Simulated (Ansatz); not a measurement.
`S[SiH2]Cl` + `F[SiH](Cl)C#[C][GeH3]` → `F[SiH](Cl)C#C[SiH2]Cl` + `[SH][GeH3]`  (redistribution)

Program: Ansatz. Geometries: PBE0-D4/def2-TZVP. ΔE: electronic, gas phase. CCSD(T)/CBS adds triple-zeta CCSD(T) − MP2 to the extrapolated MP2 energy (def2 sets, frozen cores). This one scheme is used for every species. For Ge outer-core shells are correlated without core-valence functions, which leaves a few kJ/mol of doubt a bond. Scalar relativity is left out up to krypton. Each species was taken in one conformer, which may not be the lowest.

```
                species  CCSD(T)/CBS(def2) energy (Eh)
            `S[SiH2]Cl`                    -1148.50980
`F[SiH](Cl)C#[C][GeH3]`                    -3003.34123
`F[SiH](Cl)C#C[SiH2]Cl`                    -1675.54894
           `[SH][GeH3]`                    -2476.30083
```

Problem. Work out ΔE.

Solution. ΔE = (-1675.54894) + (-2476.30083) − (-1148.50980) − (-3003.34123) = 0.00126 Eh = +3.3 kJ/mol.

Largest T1 diagnostic among the species: 0.012.

At CCSD(T), def2-SVP lies −3.0 kJ/mol from the extrapolated value and def2-TZVPP +0.4 kJ/mol. Leaving LDA and LC-ωPBE aside and taking each functional with its dispersion term where it has one, the values, not all of them listed here, spread over 5.9 kJ/mol, from BLYP-D4 to PBE-QIDH. LDA lies +3.8 kJ/mol from PBE without D4. In def2-TZVPP, CCSD(T) changes the Hartree–Fock value by +7.2 kJ/mol (the triples alone add +0.8 kJ/mol) and MP2 by +8.1 kJ/mol.
